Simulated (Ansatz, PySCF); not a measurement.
This Ansatz (a first-principles code) input computes a CCSD(T)/cc-pVDZ energy:

Ansatz 0.2 input:
```yaml
crystal:
  periodic: [false, false, false]
  atoms:
    - {symbol: C, position_ang: [1.21632433, -0.06610190, -0.33003638]}
    - {symbol: C, position_ang: [-0.01604231, -0.01371774, 0.04003491]}
    - {symbol: O, position_ang: [-1.16868300, 0.10870740, 0.20657606]}
    - {symbol: H, position_ang: [2.14777190, -0.39074138, 0.08740038]}
basis:
  gaussian:
    orbitals: cc-pVDZ
magnetization: {spin_polarized: true, initial_magnetization: 1}
correlation: {method: ccsd_t, electrons: outside_noble_gas}
```

Write an input for the same energy in PySCF and say what it gives.


```python
from pyscf import gto, scf, mp, cc as ccmod

mol = gto.M(
    atom='''
    C     1.21632433   -0.06610190   -0.33003638
    C    -0.01604231   -0.01371774    0.04003491
    O    -1.16868300    0.10870740    0.20657606
    H     2.14777190   -0.39074138    0.08740038
    ''',
    basis='cc-pvdz',
    charge=0,
    spin=1,
    verbose=4,
)

mf = scf.UHF(mol)
mf.conv_tol = 1e-10
mf.max_cycle = 100
mf.kernel()
mo, _, stable, _ = mf.stability(return_status=True)
if not stable:
    mf.kernel(mf.make_rdm1(mo, mf.mo_occ))
mp2 = mp.MP2(mf, frozen=3).run()
cc = ccmod.CCSD(mf, frozen=3)
cc.max_cycle = 100
cc.kernel()
et = cc.ccsd_t()
print(f'E(CCSD(T)) = {cc.e_tot + et:.9f}')
```
It gives -151.53755 Eh, and Ansatz -151.53755 Eh, a difference of 0.00 mEh.

It need not be the lowest isomer of its formula.
